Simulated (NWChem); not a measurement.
System: GeHOCl, singlet; SMILES [OH][Ge][Cl]

Output (shortened):

```
             Northwest Computational Chemistry Package (NWChem) 7.3.0
             --------------------------------------------------------

 CS  symmetry detected

                             Geometry "geometry" -> ""
                             -------------------------

 Output coordinates in angstroms (scale by  1.889725989 to convert to a.u.)

  No.       Tag          Charge          X              Y              Z
 ---- ---------------- ---------- -------------- -------------- --------------
    1 Ge                  32.0000     0.43293012     0.49511654     0.00000000
    2 Cl                  17.0000    -0.17209685    -1.61229718     0.00000000
    3 O                    8.0000    -1.21448547     1.17769148     0.00000000
    4 H                    1.0000    -1.21223376     2.14379098     0.00000000

 Effective nuclear repulsion energy (a.u.)     245.3891902261

      Symmetry information
      --------------------

 Group name             Cs
 Group number              2
 Group order               2
 No. of unique centers     4

                                Z-matrix (autoz)
                                --------

 Units are Angstrom for bonds and degrees for angles

      Type          Name      I     J     K     L     M      Value
      ----------- --------  ----- ----- ----- ----- ----- ----------
    1 Stretch                  1     2                       2.19254
    2 Stretch                  1     3                       1.78322
    3 Stretch                  3     4                       0.96610
    4 Bend                     1     3     4               112.37219
    5 Bend                     2     1     3                96.48725
    6 Torsion                  2     1     3     4         180.00000

  pbe96 is a nonlocal functional; adding pw91lda local functional.

                           NWChem Geometry Optimization
                           ----------------------------

 maximum gradient threshold         (gmax) =   0.000450
 rms gradient threshold             (grms) =   0.000300
 maximum cartesian step threshold   (xmax) =   0.001800
 rms cartesian step threshold       (xrms) =   0.001200
 fixed trust radius                (trust) =   0.300000
 source of zmatrix                         =   autoz

          -------------------
          Energy Minimization
          -------------------

 Using diagonal initial Hessian
 Scaling for Hessian diagonals: bonds = 1.00  angles = 0.25  torsions = 0.10

[...]

      ----------------------
      Optimization converged
      ----------------------

  Step       Energy      Delta E   Gmax     Grms     Xrms     Xmax
  ---- ---------------- -------- -------- -------- -------- --------
@    4   -2612.05193836 -5.3D-07  0.00011  0.00006  0.00103  0.00174
                                     ok       ok       ok       ok

                                Z-matrix (autoz)
                                --------

 Units are Angstrom for bonds and degrees for angles

      Type          Name      I     J     K     L     M      Value     Gradient
      ----------- --------  ----- ----- ----- ----- ----- ---------- ----------
    1 Stretch                  1     2                       2.21390    0.00011
    2 Stretch                  1     3                       1.81096   -0.00004
    3 Stretch                  3     4                       0.97862   -0.00003
    4 Bend                     1     3     4               110.17248    0.00002
    5 Bend                     2     1     3                96.53173   -0.00006
    6 Torsion                  2     1     3     4         180.00000    0.00000

                         Geometry "geometry" -> "geometry"
                         ---------------------------------

 Output coordinates in angstroms (scale by  1.889725989 to convert to a.u.)

[...]

 Rotational Constants
 --------------------
 A=   0.413089 cm-1  (  0.594330 K)
 B=   0.121525 cm-1  (  0.174844 K)
 C=   0.093901 cm-1  (  0.135100 K)

 Temperature                      =   298.15K
 frequency scaling parameter      =   1.0000

 Zero-Point correction to Energy  =    8.833 kcal/mol  (  0.014077 au)
 Thermal correction to Energy     =   11.457 kcal/mol  (  0.018258 au)
 Thermal correction to Enthalpy   =   12.049 kcal/mol  (  0.019202 au)

 Total Entropy                    =   70.186 cal/mol-K
   - Translational                =   40.386 cal/mol-K (mol. weight = 125.8935)
   - Rotational                   =   25.329 cal/mol-K (symmetry #  =        1)
   - Vibrational                  =    4.471 cal/mol-K

 Cv (constant volume heat capacity) =   12.219 cal/mol-K
   - Translational                  =    2.979 cal/mol-K
   - Rotational                     =    2.979 cal/mol-K
   - Vibrational                    =    6.260 cal/mol-K

[normal modes left out]

 ----------------------------------------------------------------------------
 Normal Eigenvalue ||           Projected Infra Red Intensities
  Mode   [cm**-1]  || [atomic units] [(debye/angs)**2] [(KM/mol)] [arbitrary]
 ------ ---------- || -------------- ----------------- ---------- -----------
    1       -0.000 ||    0.000696           0.016         0.678       0.194
    2       -0.000 ||    0.002369           0.055         2.310       0.661
    3       -0.000 ||    0.001291           0.030         1.259       0.360
    4        0.000 ||    0.000024           0.001         0.023       0.007
    5        0.000 ||    0.001554           0.036         1.515       0.433
    6        0.000 ||    0.000000           0.000         0.000       0.000
    7      204.102 ||    0.000874           0.020         0.852       0.244
    8      386.811 ||    0.068353           1.577        66.634      19.064
    9      451.602 ||    0.091520           2.111        89.219      25.526
   10      655.651 ||    0.076794           1.772        74.863      21.419
   11      796.250 ||    0.109857           2.534       107.094      30.640
   12     3687.600 ||    0.076913           1.774        74.979      21.452
 ----------------------------------------------------------------------------
```

Level: PBE/def2-SVP. Low-valent species are run as closed-shell singlets; no triplet was tried in these runs.

**Question.** Reconstruct the input file.

**Answer.** One answer among several that fit: the input that was run:
```
start job
memory heap 200 mb stack 900 mb global 1100 mb
geometry units angstroms
  Ge     0.375283     0.522250     0.000000
  Cl    -0.123630    -1.612776     0.000000
  O     -1.304197     1.121611     0.000000
  H     -1.350247     2.086615     0.000000
end
basis spherical
  * library def2-svp
end
dft
  xc xpbe96 cpbe96
  iterations 150
end
driver
  maxiter 120
end
task dft optimize
task dft freq
```
